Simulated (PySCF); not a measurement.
**Field gradients at the hydrogen positions**

C7H10F2.
Cartesian coordinates in Å at the GFN2-xTB level; atoms count from 1:
```xyz
19
C7H10F2 angstrom
C     -2.3580    0.8360    0.4422
C     -1.2937    0.6616   -0.3175
C     -0.3397   -0.4976   -0.1961
C     -0.2994   -1.2746   -1.5111
C      1.0117    0.0356    0.2222
C      2.0855    0.1429   -0.5413
C      1.0368    0.4718    1.6667
F      2.1974    1.0734    2.0147
F      0.9121   -0.6043    2.4945
H     -2.6191    0.1396    1.2227
H     -3.0170    1.6782    0.3156
H     -1.0484    1.3699   -1.0979
H     -0.6942   -1.1654    0.5976
H     -0.0524   -0.6184   -2.3418
H     -1.2761   -1.7125   -1.7026
H      0.4363   -2.0729   -1.4578
H      3.0076    0.5434   -0.1562
H      2.0879   -0.1612   -1.5716
H      0.2129    1.1639    1.9102
```

Level: PBE0/pcSseg-1 (PySCF, non-relativistic); Q(2H) = 0.00286 b; rigid geometry, the same for H and D, with no vibrational averaging.

Question: Rank these positions by the coupling χzz of a deuteron there, largest first.
A. H18 (vinylic hydrogen)
B. H13 (methine hydrogen)
C. H12 (vinylic hydrogen)
D. H17 (vinylic hydrogen)
E. H16 (methyl hydrogen)
F. H19 (methine hydrogen)

Answer: A (229 kHz), D (224 kHz), C (217 kHz), E (212 kHz), B (194 kHz), F (175 kHz).

Q: What are Vzz, η and χzz (234.96 MHz × Q × Vzz) at all hydrogens?

A: 
| atom | bonded to | bond length (Å) | Vzz (au) | η | χzz (kHz) |
| --- | --- | --- | --- | --- | --- |
| H10 | C1 | 1.078 | 0.3340 | 0.05 | 224 |
| H11 | C1 | 1.077 | 0.3375 | 0.05 | 227 |
| H12 | C2 | 1.082 | 0.3233 | 0.06 | 217 |
| H13 | C3 | 1.096 | 0.2887 | 0.01 | 194 |
| H14 | C4 | 1.087 | 0.3146 | 0.02 | 211 |
| H15 | C4 | 1.087 | 0.3143 | 0.02 | 211 |
| H16 | C4 | 1.087 | 0.3151 | 0.01 | 212 |
| H17 | C6 | 1.077 | 0.3328 | 0.04 | 224 |
| H18 | C6 | 1.074 | 0.3402 | 0.04 | 229 |
| H19 | C7 | 1.103 | 0.2602 | 0.04 | 175 |

Q: How does χzz go with the bond length over the 10 C–H bonds?

A: A straight-line fit has a slope of -17.7 kHz for each 0.01 Å, with a correlation coefficient of -0.99, over lengths from 1.074 to 1.103 Å. The longer bonds have the smaller couplings here.

Q: A static deuteron (I = 1) shows a doublet split by (3/2)χ, (3/4)χ(1 + η) and (3/4)χ(1 − η) with the field along z, y and x of the gradient. What are these for H15?

A: With |χ| = 211.2 kHz and η = 0.020: 317, 162 and 155 kHz, to first order and without motion.

The structure is a single GFN2-xTB conformer in the gas phase; no vibrational or solvent corrections. GFN2-xTB bond lengths can be off by several hundredths of an ångström, more for odd bonds, and the gradients follow them. The small basis limits the accuracy of the gradients.
